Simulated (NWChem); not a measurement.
# AlH anion, doublet; SMILES of the neutral closed-shell parent [AlH]

```xyz
2

Al     0.0000     0.0000     0.1868
H      0.0000     0.0000    -1.5709
```
Atoms are numbered in this order, from 1.

Computed with NWChem. Spin-unrestricted. The state is orbitally degenerate and is run as one real component. Sets without diffuse functions describe the anion's extra electron poorly. The geometry was optimised at B3LYP/def2-SVPD, spin-unrestricted. This spin state was assumed; another may lie lower. No stability test was run on the SCF state. Vzz is the largest principal value of the second derivative of the potential at the nucleus (NWChem prints the opposite sign); η is the asymmetry. Non-relativistic.

Q: Predict the results for UHF/cc-pVTZ. Quantities: Vzz Al1 (a.u.); η Al1.

A: 
```json
{
  "Vzz Al1 (a.u.)": "0.956",
  "η Al1": "0.45"
}
```
